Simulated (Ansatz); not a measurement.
Reactions of CH$_{9}$BSiSn (`[SiH3]B[CH2][SnH3]`).

Isolated molecules relaxed with PBE0-D4/def2-TZVP in Ansatz; ΔE leaves out vibrations. CCSD(T)/CBS is the MP2 limit (def2-TZVPP, def2-QZVPP) plus CCSD(T) − MP2 in def2-TZVPP, frozen cores. This one scheme is used for every species. def2 core potentials past Kr. For Se, Sn outer-core shells are correlated without core-valence functions, which leaves a few kJ/mol of doubt a bond. Scalar relativity is left out up to krypton. One conformer a species, not always the lowest.

```csv
reaction,HF/CBS(def2) (eV)
`[SiH3]B[CH2][SnH3]` + `C[SeH]` → `C[Se]B[SiH3]` + `[CH3][SnH3]`,-0.74
`[SiH3]B[CH2][SnH3]` + H₂ → `CB[SiH3]` + `[SnH4]`,-0.49
`[SiH3]B[CH2][SnH3]` → `B[CH2][SnH3]` + `[SiH2]`,1.99
`[SiH3]B[CH2][SnH3]` + `CNC` → `CN(C)B[SiH3]` + `[CH3][SnH3]`,-1.29
`[SiH3]B[CH2][SnH3]` + `CB1CC1` → `[SiH3]BB1CC1` + `C[CH2][SnH3]`,0.62
`[SiH3]B[CH2][SnH3]` + `NCF` → `FCN[SiH3]` + `B[CH2][SnH3]`,-0.76
```

(1) Give the CCSD(T)/CBS values in the same order. (Estimate.)

Largest T1 diagnostic: 0.016, for `[SiH3]BB1CC1`.

Results:

(1) Computed: -0.72, 0.10, 2.35, -1.24, 0.66, -0.51 eV.
